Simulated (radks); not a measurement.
All-electron atom: S VIII in [He] 2s2 2p5 (the NIST ground configuration). Calculated with a radial shooting solver on a logarithmic mesh with Libxc functionals: scalar-relativistic Kohn-Sham, r2SCAN, spin-polarised, spherical densities, finite nucleus; open shells are filled with parallel spins first; meta-GGA in the generalised Kohn-Sham scheme; Fermi nuclear charge, rms radius 3.2611 fm.

Radial electron density D(r) = 4 pi r^2 rho(r):

r (bohr),D(r) (e/bohr),spin D(r)
0.004413,0.5904,-0.0000495
0.005521,0.8892,-0.0000680
0.006963,1.346,-0.0000862
0.008781,2.014,-0.0000877
0.01099,2.928,-0.0000321
0.01385,4.236,0.000193
0.01733,5.916,0.000816
0.02186,8.119,0.00247
0.02735,10.64,0.00624
0.03449,13.45,0.0151
0.04349,16.06,0.0344
0.05441,17.82,0.0726
0.06862,18.26,0.149
0.08585,17.09,0.284
0.1083,14.64,0.519
0.1355,12.22,0.863
0.1708,11.18,1.34
0.2154,12.32,1.85
0.2695,14.56,2.23
0.3399,15.77,2.28
0.4252,14.13,1.93
0.5363,9.807,1.27
0.6709,5.139,0.634
0.8461,1.818,0.215
1.067,0.4052,0.0458
1.335,0.05550,0.00594
1.684,0.003561,0.000352
2.106,0.0001106,0.00000968

D(r) has 2 maxima, at r = 0.0649, 0.337 bohr, and minima at 0.169 bohr, inside which lie 2.20 electrons.
